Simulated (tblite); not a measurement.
All values are computed: GFN2-xTB (tblite) harmonic vibrations without scaling, gas phase. Errors from tens to a few hundred cm⁻¹ against measured bands are possible. Modes of hydrogen on silicon can be 10 to 20 % off. One conformer each. Thermal functions are those of the rigid rotor and harmonic oscillator, without mixing of conformers.

Problem. Order these by their ideal-gas entropy at 298.15 K and 1 bar, highest first (cal/(mol K)).
A. `C#CP(C(C)(C)C)C(F)(F)F`
B. `C=C(C)P(C)C(F)(F)F`
C. `CN1CCCN1C1CC1`
D. `C1P(C)C(C(F)(F)F)=C(C)C1`
E. `[SiH3]N[C@@H]1C[C@@H]2C[C@@H]2C1`

Solution. A (114.6), D (111.0), B (103.3), C (95.7), E (93.7).

```csv
SMILES,atoms,mass (u),symmetry number,modes under 300 cm⁻¹,ZPE (kcal/mol),S translation (cal/(mol K)),S rotation,S vibration,S,Cp
C#CP(C(C)(C)C)C(F)(F)F,21,182.05,1,12,96.1,41.5,30.5,42.6,114.6,51.3
CC1=C(C(F)(F)F)P(C)CC1,21,182.05,1,10,97.4,41.5,30.5,38.9,111.0,46.9
C=C(C)P(C)C(F)(F)F,17,156.03,1,9,75.3,41.1,29.4,32.8,103.3,41.4
CN1CCCN1C1CC1,23,126.12,1,6,127.4,40.4,28.8,26.5,95.7,37.0
[SiH3]N[C@@H]1C[C@@H]2C[C@@H]2C1,21,127.08,1,4,109.5,40.5,28.9,24.3,93.7,37.0
```

Entropies and Cp are for 298.15 K and 1 bar.
